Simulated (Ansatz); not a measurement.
Basis sets compared for Ga11Sb12H32⁺, a nanocrystal cut from zinc blende GaSb (hydrogen-capped). Total charge 1; singlet. Geometry PBE-D4/def2-SVP. Ansatz on 11 threads of AMD EPYC 7R13 on a shared host and a whole NVIDIA H100 80GB HBM3; times are rough, and most runs start from earlier orbitals.

```xyz
55

Ga    2.5603    3.9087    2.9262
Ga    0.5701   -2.8399    4.7544
Ga   -3.4908   -2.4452    1.8611
Ga   -0.8149    4.8074   -0.1384
Ga   -4.0757    1.3432   -0.7279
Ga   -0.6705    0.9469    1.9064
Ga    3.4534   -0.2236    0.4526
Ga    0.1229   -2.7365   -0.1063
Ga   -0.0129    0.8106   -2.2924
Ga   -2.7294   -2.4104   -3.1202
Ga    2.0301   -2.9224   -4.6075
Sb    0.3203   -0.1945    4.1223
Sb    0.0141    3.5109    2.0275
Sb    3.7986    2.3825    1.0508
Sb   -3.1847    0.2404    1.5226
Sb    0.9729   -3.7676    2.2199
Sb   -2.4310   -3.1558   -0.5328
Sb   -3.3306    3.9342   -0.5135
Sb    0.3568    3.4611   -2.1645
Sb   -2.5700    0.2702   -2.6498
Sb    0.7974   -0.1738    0.0073
Sb    1.7128   -3.7368   -2.0281
Sb    1.5341   -0.2564   -4.1872
H     2.9196    5.4135    2.6510
H     2.6400    3.1075    4.2794
H     1.9379   -2.9774    5.5109
H    -0.8751   -3.3105    5.1382
H    -5.0249   -2.7661    1.9290
H    -2.3730   -2.8278    2.9135
H    -0.6304    6.3651   -0.2573
H    -5.6253    1.2649   -0.9991
H     3.6079   -1.0591    1.7884
H     4.1466   -0.5616   -0.9266
H    -4.1647   -2.7435   -3.6579
H    -1.3397   -2.7406   -3.8027
H     0.7633   -3.4281   -5.3797
H     3.5590   -3.0089   -4.9495
H    -0.3933    0.6427    5.4392
H     1.8550    0.5615    4.2373
H    -1.0704    4.1514    3.1989
H     5.4760    2.7272    1.1602
H     3.5596    3.1948   -0.4455
H    -4.0387    1.0964    2.7454
H     0.4735   -5.4088    2.1649
H     2.6438   -4.0711    1.9756
H    -2.4348   -4.8763   -0.5481
H    -4.2298    4.6284    0.7703
H    -4.0349    4.8556   -1.7785
H    -0.0923    4.1756   -3.6580
H     2.0305    3.8241   -2.2358
H    -2.9687    1.1553   -4.0699
H     3.2601   -3.8253   -1.2909
H     1.4143   -5.4264   -2.0495
H     3.0036    0.6052   -3.9842
H     1.0721    0.5091   -5.6518
```

In the def2 sets Sb takes a core potential; there is no spin–orbit coupling. Single mean-field runs in def2-SVP, def2-TZVP are fitted with def2-universal-jkfit.

| level | functions | energy (Eh) | HOMO (eV) | LUMO (eV) | wall time |
| --- | --- | --- | --- | --- | --- |
| PBE-D4/def2-SVP | 824 | -24069.9381 | -8.19 | -5.10 | 12 s |
| PBE0-D4/def2-SVP | 824 | -24070.5730 | -9.07 | -4.46 | 14 s |

(1) Estimate the rows for PBE-D4/def2-TZVP, PBE0-D4/def2-TZVP.

Answers

(1) 
| level | functions | energy (Eh) | HOMO (eV) | LUMO (eV) | wall time |
| --- | --- | --- | --- | --- | --- |
| PBE-D4/def2-TZVP | 1320 | -24072.7707 | -8.22 | -5.16 | 14 s |
| PBE0-D4/def2-TZVP | 1320 | -24073.3819 | -9.06 | -4.50 | 28 s |
